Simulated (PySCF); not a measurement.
## Dipole response of Nb (niobium, neutral)

[Kr] 4d3 5s2, high-spin 4F determinant (an excited configuration). Calculation: PySCF 2.14, in x2c-TZVPPall with one added diffuse shell each of s, p, d, f type (9s7p7d3f1g, 95 functions); the spin-free X2C one-electron Hamiltonian (Gaussian nucleus). Coupled (time-dependent) response in atomic units; α is the mean over directions.

| method | mean α (bohr³) | C₆ (like pair) | S(−4) |
| --- | --- | --- | --- |
| B3LYP | 99.94 | 1278 | 4506 |
| PW91 | 103.0 | 1314 | 5314 |

S(−4) is the Cauchy moment in α(ω) = α(0) + S(−4) ω² + …

Spin-orbit coupling is absent.

α(iu) at PW91:

| u (hartree) | α(iu) (bohr³) |
| --- | --- |
| 0 | 103.0 |
| 0.0500 | 91.82 |
| 0.100 | 71.33 |
| 0.200 | 41.14 |
| 0.300 | 26.25 |
| 0.500 | 14.02 |
| 0.750 | 8.395 |
| 1.00 | 5.793 |
| 1.50 | 3.337 |
| 2.00 | 2.184 |
| 3.00 | 1.142 |
| 5.00 | 0.4725 |

A single London oscillator, α(iu) = α/(1 + u²/ω²), gives C₆ = (3/4) ω α². Matching the computed C₆ needs ω = 4 × 1314 / (3 × 103.0²) = 0.165 hartree.
